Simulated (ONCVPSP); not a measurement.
palladium (Pd): excitation energies, all-electron against ONCV

- Element: Pd
- Generator: ONCVPSP 4.0.1
- Type: optimised norm-conserving Vanderbilt (ONCV)
- Functional: PBEsol
- Relativity: scalar-relativistic
- Frozen core: [Ar] 3d10 4s2
- Valence charge: 16
- Reference configuration: 4p6 4d10
- Partial waves: s scattering state at 0.02 Ha: rc 1.85 bohr, ncon 3, nbas 6, qcut 3.4 1/bohr, 2 projectors, debl 1.1 Ha; 4p: rc 1.75 bohr, ncon 5, nbas 8, qcut 8.9 1/bohr, 1 projector; 4d: rc 1.75 bohr, ncon 3, nbas 7, qcut 9.7 1/bohr, local
- Local potential: the d channel
- Core correction: Teter function, fcfact 3, rcfact 1.4

In the s channel the program set the typed energies aside and used 0.050, 1.150 Ha.

Energies are relative to the spin-unpolarised reference configuration 4p6 4d10; without spin polarisation the order of configurations can differ from experiment. Not all tests gave a result: 1 of 4 tests not solved or not reliable.

```tsv
valence configuration	charge	ΔE all-electron (eV)	error AE − PS (meV)
4p6 4d9	+1	9.121	-1.6
4p6 4d8	+2	29.939	-12
4p6 4d8 5s1	+1	13.664	-49
```

Levels in the configuration 4p6 4d9:

| level | all-electron (eV) | pseudo (eV) |
| --- | --- | --- |
| 4p | -62.410 | -62.418 |
| 4d | -14.618 | -14.622 |

Note: ghosts flagged at negative energy: s at -68.2 eV; GHOST(+) flagged for s at 247.3 eV. A true bound ghost makes a file unfit for plane-wave use.
